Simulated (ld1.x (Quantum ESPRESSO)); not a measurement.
**Ranking RRKJ potentials for aluminium (Al)**

All share these settings but for the change named:

Al (Z = 13), norm-conserving RRKJ (Kleinman–Bylander form), made with ld1.x (Quantum ESPRESSO) 7.5 (PBE, scalar-relativistic). Core [Ne], reference 3s2 3p0 (charge +1). Waves: 3p (bound, empty): rc 2.00 bohr; 3s (bound): rc 1.45 bohr. Local part: the s channel. Core correction: Bessel-smoothed model core inside 0.65 bohr. rho0 = 0.005.

Test errors are all-electron minus pseudo excitation energies from the reference, over 3s2 3p1; 3s1 3p0; 3s2 3p0.5; 3s0 3p3; 3s1 3p1; 3s2 3p1.3; 3s1 3p2. None of these files shows a bound ghost.

The base gives 23.3 meV.

Of 7 variants that were run, those that failed, showed a ghost or another fault, or gave nearly equal values are left out.

**Question.** Rank these variants by their largest absolute test error, smallest first.
A. wave 3p (bound): rc 2.00 bohr becomes 3p (bound): rc 2.98 bohr
B. wave 3p (bound): rc 2.00 bohr becomes 3p (bound): rc 1.58 bohr
C. wave 3p (bound): rc 2.00 bohr becomes 3p (bound): rc 1.82 bohr
D. wave 3p (bound): rc 2.00 bohr becomes 3p (bound): rc 2.62 bohr

**Answer.** B (6.4 meV), C (16.2 meV), A (36.8 meV), D (43.8 meV).
